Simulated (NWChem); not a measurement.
Program: NWChem. System: H$_{3}$IO$_{2}$Si, charge 1, spin multiplicity 2, at the geometry of a parent with another charge or spin, in a state set for the comparison that need not be this species' ground state. Its SCF solution wasn't tested for a lower state. Level: PBE0/x2c-SVPall-2c, spin-orbit ZORA.

NWChem printed:

```
             Northwest Computational Chemistry Package (NWChem) 7.3.0
             --------------------------------------------------------

                                NWChem Input Module
                                -------------------

 Scaling coordinates for geometry "geometry" by  1.889725989
 (inverse scale =  0.529177249)

                             Geometry "geometry" -> ""
                             -------------------------

 Output coordinates in angstroms (scale by  1.889725989 to convert to a.u.)

  No.       Tag          Charge          X              Y              Z
 ---- ---------------- ---------- -------------- -------------- --------------
    1 Si                  14.0000    -1.18212700    -0.06769000     0.76337400
    2 O                    8.0000    -2.18524100    -0.89316700    -0.26566700
    3 O                    8.0000    -1.68698900     1.47821600     1.06713400
    4 I                   53.0000     1.00703800    -0.07805100    -0.36872200
    5 H                    1.0000    -1.06022500    -0.70718800     2.08937000
    6 H                    1.0000    -3.10337200    -0.99842400     0.01761300
    7 H                    1.0000    -1.68180500     2.10957600     0.33631500

 Effective nuclear repulsion energy (a.u.)     426.7021155017

            Nuclear Dipole moment (a.u.)
            ----------------------------
        X                 Y               Z
 ---------------- ---------------- ----------------
    -0.0000113384    -0.0000132281     0.0000075589


 Summary of "ao basis" -> "" (spherical)
 ------------------------------------------------------------------------------
       Tag                 Description            Shells   Functions and Types
 ---------------- ------------------------------  ------  ---------------------
 *                       x2c-svpall-2c                on all atoms

                                 NWChem DFT Module
                                 -----------------

 Summary of "ao basis" -> "ao basis" (spherical)
 ------------------------------------------------------------------------------
       Tag                 Description            Shells   Functions and Types
 ---------------- ------------------------------  ------  ---------------------
 Si                      x2c-svpall-2c               9       21   4s4p1d
 O                       x2c-svpall-2c               6       14   3s2p1d
 I                       x2c-svpall-2c              18       50   6s8p4d
[...]
  Bfn.         Coefficient        Function           Bfn.         Coefficient        Function
  ----     -------------------  ------------         ----     -------------------  ------------
   185    -0.584187  -0.011268  4 I  px               117    -0.559338  -0.010542  1 Si s
   118    -0.506421  -0.009787  1 Si s                128    -0.476351  -0.009895  1 Si px
   168     0.360461   0.005687  4 I  s                125    -0.327759  -0.006493  1 Si px
   187     0.294822   0.006763  4 I  pz               215     0.275453   0.007850  5 H  s
   116     0.258683   0.004707  1 Si s                182    -0.244298  -0.004270  4 I  px

   alpha - beta orbital overlaps
   -----------------------------

   alpha      1      2      3      4      5      6      7      8      9     10
    beta      1      2      3    100      5      6      7      5      6      7
 overlap   1.080  1.188  0.417  0.045  0.965  0.965  0.967  0.012  0.015  0.014

   alpha     11     12     13     14     15     16     17     18     19     20
    beta     68     40    100     39     26     41     39     41     27     26
 overlap   0.073  0.106  0.100  0.068  0.064  0.069  0.039  0.039  0.033  0.032

   alpha     21     22     23     24     25     26     27     28     29     30
    beta     26     22     23     23     25     26     27     25     26     27
 overlap   0.036  1.066  0.354  0.225  0.273  0.357  0.351  0.133  0.250  0.238

   alpha     31     32     33     34     35     36     37     38     39     40
    beta     25     26     27     25     26     36     37     37     39     40
 overlap   0.003  0.009  0.010  0.008  0.005  1.067  0.361  0.230  0.351  0.298

   alpha     41     42     43     44     45     46     47     48     49     50
    beta     41     39     40     41     39     40     41     39     39     50
 overlap   0.324  0.252  0.156  0.197  0.005  0.009  0.010  0.009  0.004  1.171

   alpha     51     52     53     54     55     56     57     58     59     60
    beta     51     52     53     54     54     56     57     58     59     60
 overlap   1.530  1.850  2.058  1.046  0.239  1.298  1.296  1.297  1.614  1.607

   alpha     61     62     63     64     65     66     67     68     69     70
    beta     61     62     63     64     56     57     58     68     69     70
 overlap   1.608  1.397  1.358  1.358  0.020  0.020  0.020  0.241  0.197  0.195

   alpha     71     72     73     74     75     76     77     78     79     80
    beta     68     72     70     62     63     64     56     57     58     80
 overlap   0.233  0.194  0.189  0.023  0.024  0.023  0.056  0.057  0.057  1.153

   alpha     81     82     83     84     85     86     87     88     89     90
    beta     81     82     83     84     85     86     87     88     89     85
 overlap   1.153  1.153  1.153  1.153  1.134  1.134  1.134  1.135  1.135  0.021

   alpha     91     92     93     94     95     96     97     98     99    100
    beta     86     87     68     68     85     86     87     88     89    100
 overlap   0.021  0.021  0.019  0.024  0.015  0.015  0.015  0.015  0.015  0.181

   alpha    101    102    103    104    105    106    107    108    109    110
    beta    100     68      3      3     25     25    105     26     27    110
 overlap   0.074  0.002  0.005  0.012  0.188  0.034  0.019  0.016  0.015  0.177

   alpha    111    112    113    114
    beta     40     39     41     40
 overlap   0.032  0.016  0.020  0.017

     --------------------------
     Expectation value of S2:
     --------------------------
      <S2> =      0.7111 (Exact =     0.7500)

     Multipole analysis of the density
     ---------------------------------

     L   x y z        total         alpha         beta         nuclear
     -   - - -        -----         -----         ----         -------
     0   0 0 0      1.000000    -42.853230    -42.146770     86.000000

     1   1 0 0     -0.254797     -0.686356      0.431571     -0.000011
     1   0 1 0      0.163509      0.115753      0.047770     -0.000013
     1   0 0 1     -0.034027      0.166958     -0.200992      0.000008

     2   2 0 0    -23.809673   -277.849868   -273.997860    528.038055
     2   1 1 0      0.032840     12.873540     12.445258    -25.285958
     2   1 0 1     -2.335477     79.332229     78.696394   -160.364100
     2   0 2 0    -32.730982    -71.182989    -69.384335    107.836343
     2   0 1 1     -2.654226    -27.204148    -27.352320     51.902242
     2   0 0 2    -35.384703    -71.539362    -69.255081    105.409740

 Task  times  cpu:      180.0s     wall:      180.0s

 Total times  cpu:      180.1s     wall:      180.1s
```

Write an NWChem input that would produce this output.

This is not unique; one that fits is 
```
start mol
memory heap 200 mb stack 800 mb global 1000 mb
charge 1
geometry units angstroms nocenter noautoz noautosym
  Si    -1.182127    -0.067690     0.763374
  O     -2.185241    -0.893167    -0.265667
  O     -1.686989     1.478216     1.067134
  I      1.007038    -0.078051    -0.368722
  H     -1.060225    -0.707188     2.089370
  H     -3.103372    -0.998424     0.017613
  H     -1.681805     2.109576     0.336315
end
basis spherical
  * library x2c-svpall-2c
end
relativistic
  zora on
end
dft
  xc pbe0
  odft
  mult 2
  semidirect memsize 60000000 filesize 0
  iterations 100
  grid fine
end
task sodft energy
```
